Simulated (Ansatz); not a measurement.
`[SiH3]C(Cl)Cl` + `NB(F)F` → `FB(F)N[SiH3]` + `ClCCl` at 400 K and 1 bar (ligand exchange at the Si–C bond).

Computed with Ansatz on PBE0-D4/def2-TZVP structures; ΔE is electronic, products minus reactants. CBS: MP2 limit from def2 TZ/QZ plus the TZ coupled-cluster correction, frozen cores. This one scheme is used for every species. One conformer a species, not always the lowest.

```tsv
species	CCSD(T)/CBS energy (Eh)	H − E (kJ/mol)	S (J/(mol·K))
`[SiH3]C(Cl)Cl`	-1249.07910	143.4	356.3
`NB(F)F`	-280.46129	117.6	292.4
`FB(F)N[SiH3]`	-570.75785	167.2	371.5
`ClCCl`	-958.80256	94.9	286.0
```

H − E and S are ideal-gas, rigid-rotor, harmonic terms from PBE0-D4/def2-TZVP, for one conformer and one mirror image of each species. 1 Eh = 2625.50 kJ/mol, R = 8.31446 J/(mol·K).

Task: By hand: ΔE, ΔH, ΔS and ΔG.

Result: ΔE = (-570.75785) + (-958.80256) − (-1249.07910) − (-280.46129) = -0.02002 Eh = -52.6 kJ/mol. Δ(H − E) = 167.2 + 94.9 − 143.4 − 117.6 = 1.1, so ΔH = -51.5 kJ/mol. ΔS = 371.5 + 286.0 − 356.3 − 292.4 = 8.8 J/(mol·K). ΔG = -51.5 − 400 × (8.8)/1000 = -55.0 kJ/mol.

Task: By hand: the equilibrium constant, and the temperature at which ΔG would vanish if ΔH and ΔS stayed fixed.

Result: log₁₀ K = −ΔG/(RT ln 10) = 7.2. ΔH and −TΔS have one sign here, so there is no such temperature.

The number of gas molecules stays the same, so ΔS is small and ΔH decides. A doubt of 5 kJ/mol in ΔE shifts log₁₀ K by 0.7 here. Other conformers and mirror images would add mixing entropy, several J/(mol·K) or more a flexible species. Modes under 60 cm⁻¹, often nearly free rotors, make the harmonic entropy too high. These are equilibria of isolated gas molecules and say nothing of rates. Largest T1 diagnostic: 0.012 (customary marks: 0.02 for closed shells, 0.045 for open ones).

ΔS is within the doubt of such terms, so its sign, and with it that verdict, could turn.
